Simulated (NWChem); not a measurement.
Species: C$_{2}$H$_{4}$O$_{3}$Si; SMILES O1C(=O)O[SiH]1C

```xyz
10

C     -0.7412     2.2290     0.0000
Si     0.4665     0.8240     0.0000
O      0.1227    -0.4711    -1.0993
C     -0.0896    -1.2976     0.0000
O     -0.3881    -2.4529     0.0000
O      0.1227    -0.4711     1.0993
H     -0.5918     2.8660    -0.8961
H     -1.7812     1.8486     0.0000
H     -0.5918     2.8660     0.8961
H      1.9034     1.2301     0.0000
```
Atoms are numbered in this order, from 1.

All runs: NWChem. Pople sets run with spherical d functions. Structure relaxed at the PBE-D3(BJ)/def2-SVP level. Level: PBE0/6-31G* with SMD (1 M gas to 1 M solution), gas-phase geometry. Reactions with the solvent are ignored.

Question: Among these, which solvent gives the lowest value of “dipole in solution (D)”?
A) ethyl acetate
B) water
C) 1,4-dioxane
D) anisole

Answer: C, 1,4-dioxane. Values: 1,4-dioxane 6.17; anisole 6.43; ethyl acetate 6.52; water 7.17
